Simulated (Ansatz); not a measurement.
Molecule: WO, charge 0, multiplicity 3. The spin state was set by rule; other spins were not relaxed. 
Coordinates optimised at B3LYP-D3(BJ)/def2-TZVP (Ansatz, a program for electronic structure):
```xyz
2

W      0.0000     0.0000    -0.1621
O      0.0000     0.0000     1.4990
```
Charge 0, spin multiplicity 3.

Basis-set convergence of Hartree-Fock and MP2 correlation energies (hartree) with Ansatz. Cores are frozen in the correlated levels unless marked. UHF or UKS for open shells. Spin-orbit coupling is left out. The frozen core is the preceding noble-gas configuration, with the filled d and f shells of earlier blocks. In def2 rows, elements after Kr have scalar-relativistic effective core potentials.

The UHF reference is spin-contaminated (<S^2> 0.50 over the pure value in the largest basis). The Hartree-Fock reference is unstable (checked in the largest basis), which strains HF and MP2. The T1 diagnostic of CCSD in the largest basis is 0.073, which is high, so the coupled-cluster rows are less sure than usual.

```csv
basis,functions,E(HF),"E(corr, MP2)"
def2-SVP,46,-141.13411,-0.32879
def2-TZVPP,87,(withheld),(withheld)
```

**Question.** Some entries are withheld; supply them.

**Answer.** 
- def2-TZVPP, E(HF): -141.25084
- def2-TZVPP, E(corr, MP2): -0.39762
